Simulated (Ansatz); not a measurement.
A structure relaxed at PBE-D4/def2-TZVP in Ansatz, charge 0, doublet:

```xyz
3

P     0.5061   -0.7020    0.8422
P    -1.1299    0.4426    0.3683
As    0.6238    0.2595   -1.2105
```

Problem. Give its formula.

Solution. AsP2 (the lowest doublet isomer of a short search).

Problem. Summarise the bond lengths by kind (pairs closer than 1.2 times the sum of covalent radii, bridged metal pairs left out).

Solution. 2 × As–P 2.27 to 2.37 Å; 1 × P–P 2.05 Å.

The relaxation made no stability test and no search for a lower SCF solution. The structure comes from a short search, and lower isomers may exist.
